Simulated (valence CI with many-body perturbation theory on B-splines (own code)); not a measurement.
## As¹⁹⁺ in brief

Calculated by relativistic CI+MBPT: four valence electrons over a frozen Dirac-Fock core [Ne], radial functions for each j: 11 s, 11 p, 10 d, 8 f, 5 g, 2 h, with the one-electron correlation potential Σ1, the two-electron term Σ2, the three-electron term Σ3, Breit, model QED; selected CI, second order for the rest, scaled by the run's own slope (own B-spline code, finite nucleus).

No measured levels were compared; by estimate levels of excited configurations hold to 0.05 to 0.15 % of their energy, terms of the ground configuration to about 0.5 %. Among the levels kept, up to 840 cm⁻¹ of a level comes from second order outside the variational space, and about a tenth of that is noise between levels of different J, which matters for small intervals.

Names give the largest LS component (configuration and term), which can be under half, so a name can repeat, a term be missing and a line seem to break the LS rules; names also repeat where a configuration has a term twice.

Rates and lifetimes use the calculated energies. Strong lines usually hold to 10 to 20 %, long lifetimes can be off by a factor of two.

**Question.** What is the ground level?

**Answer.** 3s2 3p2 3P_0, composition 87 % 3s2 3p2 3P + 11 % 3s2 3p2 1S.

**Question.** What is the ionisation energy?

**Answer.** 773.1 eV; NIST lists 774 ± 1.8 eV (semi-empirical).

**Question.** Name the longest-lived excited levels whose lifetime is computed, and their main decay.

**Answer.** 3s2 3p2 3P_2 at 62112 cm⁻¹ lives 11.3 ms, mostly by M1 to 3s2 3p2 3P_1; 3s2 3p2 3P_1 at 40987 cm⁻¹ lives 904 μs, mostly by M1 to 3s2 3p2 3P_0; 3s2 3p2 1D_2 at 124640 cm⁻¹ lives 215 μs, mostly by M1 to 3s2 3p2 3P_1. The lifetime of 3s2 3p 3d 3F°_4 is too uncertain to give, and may be longer.

**Question.** Among levels below 1863700 cm⁻¹, which E1 lines absorb most strongly from the ground level?

**Answer.** to 3s2 3p 3d 3D°_1 at 13.22 nm, f = 0.673; to 3s 3p3 3S°_1 at 15.22 nm, f = 0.137; to 3s 3p3 3D°_1 at 21.07 nm, f = 0.0921.

**Question.** Where does the other parity begin?

**Answer.** At 3s 3p3 5S°_2, 376510 cm⁻¹.

**Question.** How is the term 3P of the ground level split?

**Answer.** J = 0 at 0, J = 1 at 40987, J = 2 at 62112 cm⁻¹.

**Question.** How well does LS coupling describe the low levels?

**Answer.** Among the lowest 20 levels the leading LS term, summed over configurations, holds 81 % on average. For single configurations the figures are 74 % in LS and 70 % in jj coupling. Terms mix most in the J = 2 level at 744460 cm⁻¹, where the leading one holds 53 %.
